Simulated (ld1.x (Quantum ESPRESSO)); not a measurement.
# What one change does to a pseudopotential (cadmium, ultrasoft)

ld1.x (Quantum ESPRESSO) 7.5 input, shortened:

```
&input
   title='Cd', zed=48., rel=1, dft='PZ', iswitch=3,
   config='[Kr] 4d10 5s1 5p0'
 /
 &inputp
   pseudotype=3, tm=.true., lloc=-1, rcloc=1.10,
   nlcc=.true., rcore=0.90,
   which_augfun='PSQ', rmatch_augfun=0.70
 /
6
5S  1  0   1.00   0.00  1.60  2.20  0.0
5S  1  0   0.00   0.65  1.60  2.20  0.0
5P  2  1   0.00   0.00  2.75  2.95  0.0
5P  2  1   0.00   2.10  2.75  2.95  0.0
4D  3  2  10.00   0.00  0.85  1.15  0.0
4D  3  2   0.00  -1.15  0.85  1.15  0.0
 &test
   configts(1)='4d10 5s1 5p0'
 /
```

Change: waves 4d (bound): rcut 0.85, rcutus 1.40 bohr; 4d channel at -1.15 Ry: rcut 0.85, rcutus 1.40 bohr.

Cutoffs: the cutoffs (Ry, on a coarse ladder) from which the occupation-weighted sum of valence levels, in a spherical-Bessel basis at the reference potential, stays within 10 and 1 mRy of its value at 400 Ry; they do not see the model core or the augmentation charge, which bear on the density cutoff. Errors are all-electron minus pseudo energies relative to the spin-unpolarised reference configuration.

**Question.** How do hardness, ghosts and transferability respond?

**Answer.** The potential gets softer (90 Ry and 160 Ry → 60 Ry and 100 Ry); both files keep a bound ghost (p, s); the errors of the 9 common tests hardly move. A larger radius leaves more room for a smooth pseudo-wave, so fewer plane waves are needed.

```csv
quantity,base,changed
"cutoff, loose",90 Ry,60 Ry
"cutoff, tight",160 Ry,100 Ry
loose cutoff by channel (10 mRy a level),"s 6 Ry, d 70 Ry","s 6 Ry, d 50 Ry"
bound ghosts,"s, p","s, p"
"error for 4d10 5s2 5p0, meV [ΔE -9.63 eV]",+1.2,+1.2
"error for 4d10 5s0 5p0, meV [ΔE 17.52 eV]",-4.4,-4.4
"error for 4d9 5s0 5p0, meV [ΔE 55.78 eV]",-118,-118
"error for 4d9 5s2 5p0, meV [ΔE 8.52 eV]",-63,-62
"error for 4d10 5s0 5p2, meV [ΔE 0.29 eV]",+0.4,+0.4
"error for 4d8 5s0 5p0, meV [ΔE 110.05 eV]",-549,-549
"error for 4d10 5s1.5 5p0, meV [ΔE -5.75 eV]",+0.7,+0.8
"error for 4d10 5s1 5p0 (spin-polarised), meV [ΔE -0.19 eV]",-0.2,-0.2
"error for 4d9 5s0 5p0 (spin-polarised), meV [ΔE 55.60 eV]",-108,-110
s: phases at 3.19 bohr within 0.05 rad from the reference energy up to (Ry; the scan ends near 5),to the end of the scan,to the end of the scan
p: phases at 3.19 bohr within 0.05 rad from the reference energy up to (Ry; the scan ends near 5),to the end of the scan,to the end of the scan
d: phases at 3.19 bohr within 0.05 rad from the reference energy up to (Ry; the scan ends near 5),4.7,4.5
lowest overlap eigenvalue by channel,"s 0.23, p 0.31, d 0.93","s 0.23, p 0.31, d 0.95"
```

 A true bound ghost makes a file unfit for plane-wave use even where its test errors are small: the radial tests pick states by their node count and pass the ghost by.
